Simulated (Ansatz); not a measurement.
`[Cl][Al]([Cl])[GeH3]` + CH₃OH → `C[O][Al]([Cl])[Cl]` + GeH₄ at 600 K and 1 bar (cleavage of the Al–Ge bond).

Calculated with Ansatz (gas phase, PBE0-D4/def2-TZVP geometries, no zero-point term in ΔE). CBS: MP2 limit from def2 TZ/QZ plus the TZ coupled-cluster correction, frozen cores. This one scheme is used for every species. For Ge outer-core shells are correlated without core-valence functions, which leaves a few kJ/mol of doubt a bond. Scalar relativity is left out up to krypton. One conformer a species, not always the lowest.

```csv
species,CCSD(T)/CBS energy (Eh),H − E (kJ/mol),S (J/(mol·K))
`[Cl][Al]([Cl])[GeH3]`,-3239.63177,126.3,464.1
CH₃OH,-115.61712,163.6,277.3
`C[O][Al]([Cl])[Cl]`,-1276.79096,175.6,446.8
GeH₄,-2078.49493,105.8,256.4
```

H − E and S are ideal-gas, rigid-rotor, harmonic terms from PBE0-D4/def2-TZVP, for one conformer and one mirror image of each species. 1 Eh = 2625.50 kJ/mol, R = 8.31446 J/(mol·K).

Problem. By hand: ΔE, ΔH, ΔS and ΔG.

Solution. ΔE = (-1276.79096) + (-2078.49493) − (-3239.63177) − (-115.61712) = -0.03700 Eh = -97.1 kJ/mol. Δ(H − E) = 175.6 + 105.8 − 126.3 − 163.6 = -8.5, so ΔH = -105.6 kJ/mol. ΔS = 446.8 + 256.4 − 464.1 − 277.3 = -38.2 J/(mol·K). ΔG = -105.6 − 600 × (-38.2)/1000 = -82.7 kJ/mol.

Problem. By hand: the equilibrium constant, and the temperature at which ΔG would vanish if ΔH and ΔS stayed fixed.

Solution. log₁₀ K = −ΔG/(RT ln 10) = 7.2. ΔG = 0 at ΔH/ΔS = 2764 K, far beyond where these terms or the molecules hold.

ΔH outweighs TΔS. A doubt of 5 kJ/mol in ΔE shifts log₁₀ K by 0.4 here. Other conformers and mirror images would add mixing entropy, several J/(mol·K) or more a flexible species. Modes under 60 cm⁻¹, often nearly free rotors, make the harmonic entropy too high. These are equilibria of isolated gas molecules and say nothing of rates. Largest T1 diagnostic: 0.012 (customary marks: 0.02 for closed shells, 0.045 for open ones).
